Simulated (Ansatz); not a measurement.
Cd(Me)(SiH3) (CH6CdSi), SMILES [Cd]([SiH3])[CH3].

Geometry optimised at PBE0-D3(BJ)/def2-SVP. The structure was generated by enumeration; whether it is a known compound was not checked. The def2 effective core potentials stand for the cores of Cd; spin–orbit coupling is left out.

Two levels are set side by side: PBE/def2-SVPD (Ansatz, a program for electronic structure) and CAM-B3LYP/def2-SVPD (Ansatz). Energy differences of separate SCF runs at the same geometry; the states with an electron removed or added have multiplicity 2 and 2. Differences are taken from unrounded values.

```json
[
 {"quantity": "vertical ionisation energy (eV)", "CAM-B3LYP": "8.81"},
 {"quantity": "vertical singlet–triplet gap (eV)", "CAM-B3LYP": "4.57"}
]
```

**Question.** What does PBE give, and how far is it from CAM-B3LYP? (An estimate is asked for; the answer gives what the named calculation found.)

**Answer.** 
```csv
quantity,PBE,PBE minus CAM-B3LYP
vertical ionisation energy (eV),8.57,-0.24
vertical singlet–triplet gap (eV),4.24,-0.33
```
